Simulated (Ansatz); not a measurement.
Geometry optimisation, UKS PBE0/def2-SVP (Ansatz 0.2.0).

Input file:

```yaml
crystal:
  periodic: [false, false, false]
  atoms:
    - { symbol: Ga, position_ang: [0.0, 0.0, 0.0] }
    - { symbol: H, position_ang: [0.0, 0.0, 1.82] }
    - { symbol: H, position_ang: [1.3596, 0.0, -0.785] }
    - { symbol: "N", position_ang: [-1.6714, 0.0, -0.965] }
    - { symbol: H, position_ang: [-2.3403, -0.8164, -0.8664] }
    - { symbol: H, position_ang: [-1.9204, 0.8164, -1.5936] }
    - { symbol: F, position_ang: [0.0, 0.0, 3.04] }
magnetization:
  spin_polarized: true
  initial_magnetization: 1
basis:
  gaussian: { orbitals: def2-SVP }
hamiltonian:
  xc: pbe0
relax:
  f_tol: 0.15
  max_steps: 25
  restrain:
    - { distance: [1, 6], at: 0.92, k: 30.0 }
    - { distance: [0, 1], at: 2.77, k: 30.0 }
output:
  orbitals: {}
```

Command:

```bash
$ ansatz run input.yaml --threads 2 --pin off --max-ram 3072MiB --backend cpu --events-out ev --progress --plain --runs-dir out
```

Question: Where does it end, and by what steps?

Answer: It converged. The restraints hold the end off the free minimum. The force dipped under the threshold on the way, but the program's further checks kept it going. After 23 steps the energy has fallen by 1.494 eV (the restraints' own energy left out); F7 moved furthest, 0.95 Å. Parted: Ga1–H2. Joined: H2–F7.

```json
{"step": "0", "energy less start (eV)": "0.0000", "largest force component (eV/Å)": "3.404", "accepted": "yes"}
{"step": "1", "energy less start (eV)": "-0.7835", "largest force component (eV/Å)": "2.712", "accepted": "yes"}
{"step": "2", "energy less start (eV)": "-0.6067", "largest force component (eV/Å)": "6.389", "accepted": "yes"}
{"step": "3", "energy less start (eV)": "-1.0122", "largest force component (eV/Å)": "1.259", "accepted": "yes"}
{"step": "4", "energy less start (eV)": "-1.2455", "largest force component (eV/Å)": "0.854", "accepted": "yes"}
{"step": "5", "energy less start (eV)": "-1.2796", "largest force component (eV/Å)": "1.830", "accepted": "yes"}
{"step": "6", "energy less start (eV)": "-1.3783", "largest force component (eV/Å)": "0.247", "accepted": "yes"}
{"step": "7", "energy less start (eV)": "-1.3857", "largest force component (eV/Å)": "0.211", "accepted": "yes"}
{"step": "8", "energy less start (eV)": "-1.3357", "largest force component (eV/Å)": "1.832", "accepted": "no"}
{"step": "9", "energy less start (eV)": "-1.3911", "largest force component (eV/Å)": "0.532", "accepted": "yes"}
{"step": "10", "energy less start (eV)": "-1.3987", "largest force component (eV/Å)": "0.266", "accepted": "yes"}
{"step": "11", "energy less start (eV)": "-1.3866", "largest force component (eV/Å)": "1.185", "accepted": "no"}
{"step": "12", "energy less start (eV)": "-1.4048", "largest force component (eV/Å)": "0.156", "accepted": "yes"}
{"step": "13", "energy less start (eV)": "-1.4122", "largest force component (eV/Å)": "0.099", "accepted": "yes"}
{"step": "14", "energy less start (eV)": "-1.4207", "largest force component (eV/Å)": "0.331", "accepted": "yes"}
{"step": "15", "energy less start (eV)": "-1.4274", "largest force component (eV/Å)": "0.928", "accepted": "yes"}
{"step": "16", "energy less start (eV)": "-1.4575", "largest force component (eV/Å)": "0.153", "accepted": "yes"}
{"step": "17", "energy less start (eV)": "-1.4618", "largest force component (eV/Å)": "0.077", "accepted": "yes"}
{"step": "18", "energy less start (eV)": "-1.4683", "largest force component (eV/Å)": "0.986", "accepted": "no"}
{"step": "19", "energy less start (eV)": "-1.4699", "largest force component (eV/Å)": "0.095", "accepted": "yes"}
{"step": "20", "energy less start (eV)": "-1.4773", "largest force component (eV/Å)": "0.310", "accepted": "yes"}
{"step": "21", "energy less start (eV)": "-1.4851", "largest force component (eV/Å)": "0.489", "accepted": "yes"}
{"step": "22", "energy less start (eV)": "-1.4916", "largest force component (eV/Å)": "0.207", "accepted": "yes"}
{"step": "23", "energy less start (eV)": "-1.4937", "largest force component (eV/Å)": "0.103", "accepted": "yes"}
```

```xyz
7
Properties=species:S:1:pos:R:3
Ga -0.011 -0.518 -0.223
H 0.157 -0.432 2.539
H 1.258 0.369 -0.588
N -1.607 -0.059 -0.976
H -2.481 -0.542 -0.800
H -1.761 0.816 -1.470
F -0.128 0.367 2.168
```

Run time: 4 min on 2 threads of Intel(R) Xeon(R) Processor @ 2.50GHz (Skylake/Cascade Lake), on a shared host, peak memory 0.23 GiB.
